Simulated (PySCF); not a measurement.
Species: C7H7BF2.
Structure used (PBE0-D3(BJ)/def2-SVP), in Å, numbered top down from 1:
```
atom  x, y, z in Å
F1     2.7158    0.0313    1.7088
C2     2.4936   -0.0185    0.3725
F3     3.1344    1.0413   -0.1770
C4     1.0072   -0.0091    0.1113
C5     0.4884    1.0966   -0.5180
C6    -0.8598    1.3973   -0.8455
C7    -2.0119    0.6811   -0.6280
C8    -2.1970   -0.5881   -0.0160
C9    -1.2551   -1.4345    0.5168
B10    0.2554   -1.2470    0.6070
H11    2.9700   -0.9362   -0.0152
H12    1.2050    1.8705   -0.8139
H13   -0.9988    2.3605   -1.3469
H14   -2.9313    1.1596   -0.9809
H15   -3.2441   -0.9144    0.0179
H16   -1.6706   -2.3647    0.9237
H17    0.9162   -2.1425    1.0886
```

All values: CAM-B3LYP/def2-SVPD (PySCF, non-relativistic), on one gas-phase PBE0-D3(BJ)/def2-SVP geometry that isn't relaxed in the solvent. The solvent is an IEF-PCM continuum (cavity from Bondi-type radii × 1.2), and excitations are vertical TDDFT with non-equilibrium linear response and a frozen core. Only the electrostatic response of the medium enters.

Gas-phase singlets (H = HOMO, L = LUMO):

| state | E (eV) | λ (nm) | f | leading configurations |
| --- | --- | --- | --- | --- |
| S1 | 4.604 | 269 | 0.164 | H→L 92% |
| S2 | 4.675 | 265 | 0.041 | H→L+1 74%, H-1→L 26% |
| S3 | 5.527 | 224 | 0.003 | H-3→L 49%, H-2→L 44% |
| S4 | 5.580 | 222 | 0.001 | H-2→L 52%, H-3→L 42% |
| S5 | 5.878 | 211 | 0.006 | H-2→L+1 94% |

**Question.** How does the list change in dimethylsulfoxide (ε = 46.83)?

**Answer.** 
| state | E (eV) | λ (nm) | f | leading configurations | change by rank (eV) |
| --- | --- | --- | --- | --- | --- |
| S1 | 4.519 | 274 | 0.220 | H→L 93% | -0.085 |
| S2 | 4.632 | 268 | 0.075 | H→L+1 78%, H-1→L 20% | -0.043 |
| S3 | 5.548 | 223 | 0.009 | H-2→L 60%, H-3→L 33% | +0.021 |
| S4 | 5.636 | 220 | 0.000 | H-3→L 60%, H-2→L 35% | +0.056 |
| S5 | 5.919 | 209 | 0.246 | H-3→L+1 48%, H-1→L 26% | +0.041 |

**Question.** The ground-state energy changes by -0.207 eV from gas to dimethylsulfoxide. By how much does the total energy of gas-phase S1 change?

**Answer.** E(S1) = E(S0) + excitation energy, so it changes by -0.207 − 0.085 = -0.292 eV: it is lowered more than the ground state, which is what a red shift means. This is the vertical state, with the slow part of the continuum still set for S0.

**Question.** How do the frontier levels move from gas to dimethylsulfoxide?

**Answer.** 
| orbital | gas (eV) | solvent (eV) | change (eV) | Löwdin shares, gas | Löwdin shares, solvent |
| --- | --- | --- | --- | --- | --- |
| LUMO+2 | 0.99 | 1.13 | +0.14 | B10 26 %, C8 11 %, C7 10 %, C6 8 % | B10 42 %, C8 7 %, C2 5 %, H17 5 % |
| LUMO+1 | -0.84 | -0.70 | +0.14 | B10 24 %, C5 16 %, C8 16 %, C4 10 % | B10 24 %, C5 16 %, C8 16 %, C4 10 % |
| LUMO | -1.41 | -1.23 | +0.18 | C9 18 %, C4 16 %, C7 16 %, C6 16 % | C9 17 %, C4 16 %, C7 16 %, C6 15 % |
| HOMO | -8.61 | -8.45 | +0.16 | C9 17 %, C6 17 %, C7 16 %, C4 16 % | C6 17 %, C9 17 %, C7 16 %, C4 15 % |
| HOMO-1 | -9.88 | -9.70 | +0.18 | C8 22 %, C5 21 %, C9 15 %, C4 15 % | C8 22 %, C5 21 %, C4 15 %, C9 15 % |
| HOMO-2 | -10.52 | -10.43 | +0.09 | B10 31 %, H17 23 %, C4 13 %, C5 8 % | B10 21 %, C4 19 %, C9 11 %, H17 9 % |
| HOMO-3 | -10.57 | -10.44 | +0.13 | C9 18 %, B10 15 %, C4 13 %, C2 10 % | B10 24 %, C9 16 %, H17 15 %, C8 10 % |

The HOMO–LUMO gap goes from 7.19 to 7.22 eV. Rows go by rank; for HOMO-3, HOMO-2 and LUMO+2 the atom shares or the degeneracy differ between the runs, so the row needn't follow one orbital.
